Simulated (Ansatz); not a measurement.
Relaxation of BClFH5OSi (10 atoms, charge 0, multiplicity 1), to a largest force component of 0.03 eV/Å in at most 50 steps.

The calculation used Ansatz, RHF/6-31G*.

```xyz
10
Properties=species:S:1:pos:R:3
B 0.088 -0.438 0.048
Cl -0.076 -1.376 1.606
F 1.289 -0.180 -0.384
O -0.980 -0.110 -0.678
H -1.812 -0.384 -0.315
Si 0.045 2.569 1.036
H 0.727 3.439 2.013
H 0.763 2.599 -0.246
H -1.343 3.034 0.848
H 0.020 1.205 1.570
```

Task: Where does it end, and by what steps?

Result: The forces met the threshold. The force dipped under the threshold on the way, but the program's further checks kept it going. After 46 steps the energy has fallen by 0.341 eV; Cl2 moved furthest, 2.31 Å.

```csv
step,energy less start (eV),largest force component (eV/Å),accepted
0,0.0000,1.043,yes
2,-0.2649,0.456,yes
4,-0.3140,0.413,yes
6,-0.3229,0.153,yes
8,-0.3279,0.090,yes
10,-0.3243,0.355,no
12,-0.3312,0.127,yes
14,-0.3324,0.138,yes
16,-0.3339,0.145,yes
18,-0.3353,0.096,yes
20,-0.3361,0.083,yes
22,-0.3370,0.106,yes
24,-0.3377,0.100,yes
26,-0.3381,0.112,yes
28,-0.3386,0.062,yes
30,-0.3391,0.079,yes
32,-0.3395,0.070,yes
34,-0.3399,0.062,yes
36,-0.3403,0.021,yes
38,-0.3405,0.071,yes
40,-0.3408,0.031,yes
42,-0.3408,0.029,yes
44,-0.3410,0.034,yes
46,-0.3412,0.024,yes
```

```xyz
10
Properties=species:S:1:pos:R:3
B 0.057 -1.400 -0.105
Cl -0.995 -2.820 0.052
F 1.337 -1.590 -0.269
O -0.420 -0.157 -0.060
H -1.356 -0.081 0.062
Si 0.024 3.278 1.162
H -0.043 4.649 1.705
H 0.668 3.308 -0.163
H -1.349 2.748 1.033
H 0.797 2.425 2.083
```

Whether the end is a true minimum wasn't checked by a vibrational analysis.

Run time: 77 s on 1 thread of Intel(R) Xeon(R) 6975P-C (Granite Rapids), with other jobs on the host, peak memory 0.19 GiB.
